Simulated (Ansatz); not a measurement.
Geometry optimisation, RHF/def2-SVP (Ansatz 0.2.0).

The input (input.yaml):

```yaml
crystal:
  periodic: [false, false, false]
  atoms:
    - { symbol: Al, position_ang: [0.031162, 0.533808, -0.414077] }
    - { symbol: F, position_ang: [0.014105, 0.343813, 2.465595] }
    - { symbol: "N", position_ang: [1.559283, -0.005843, -1.110898] }
    - { symbol: H, position_ang: [1.698808, -0.829025, -1.664406] }
    - { symbol: H, position_ang: [2.4363, 0.459816, -0.975592] }
    - { symbol: O, position_ang: [-1.440318, -0.24325, -0.664561] }
    - { symbol: H, position_ang: [-1.722444, -1.078445, -0.98722] }
    - { symbol: H, position_ang: [-0.016256, 1.87133, 0.399423] }
    - { symbol: H, position_ang: [-0.10144, 1.184095, 2.131436] }
basis:
  gaussian: { orbitals: def2-SVP }
hamiltonian:
  xc: hf
relax:
  f_tol: 0.03
  max_steps: 50
output:
  orbitals: {}
```

Command:

```bash
$ ansatz run input.yaml --threads 1 --pin off --max-ram 2048MiB --backend cpu --events-out ev --progress --plain --runs-dir out
```

Q: Where does it end, and by what steps?

A: It converged. The force dipped under the threshold on the way, but the program's further checks kept it going. After 35 steps the energy has fallen by 0.400 eV; H9 moved furthest, 1.42 Å. Joined: Al1–F2 (2.89 → 2.10 Å).

```csv
step,energy less start (eV),largest force component (eV/Å),accepted
0,0.0000,0.279,yes
2,-0.0186,0.847,yes
4,-0.0535,1.467,yes
6,-0.1365,0.905,yes
8,-0.1529,0.226,yes
10,-0.1581,0.255,yes
12,-0.1613,0.050,yes
14,-0.1631,0.030,yes
16,-0.1501,1.299,no
18,-0.1796,0.255,yes
20,-0.2221,0.447,yes
22,-0.2308,2.516,no
24,-0.3045,0.678,yes
26,-0.3550,1.152,yes
28,-0.3858,0.404,yes
30,-0.3973,0.328,yes
32,-0.3996,0.149,yes
34,-0.3987,0.187,no
35,-0.4003,0.011,yes
```

```xyz
9
Properties=species:S:1:pos:R:3
Al 0.180 0.786 -0.239
F 0.161 0.447 1.837
N 1.602 0.019 -0.967
H 1.765 -0.966 -1.043
H 2.403 0.519 -1.303
O -1.213 -0.226 0.062
H -1.842 -0.636 -0.503
H 0.010 2.346 -0.320
H -0.606 -0.053 1.656
```

Whether the end is a true minimum wasn't checked by a vibrational analysis.

Time of the run: 45 s on 1 thread of Arm Neoverse V2, on a shared host, peak memory 0.15 GiB.
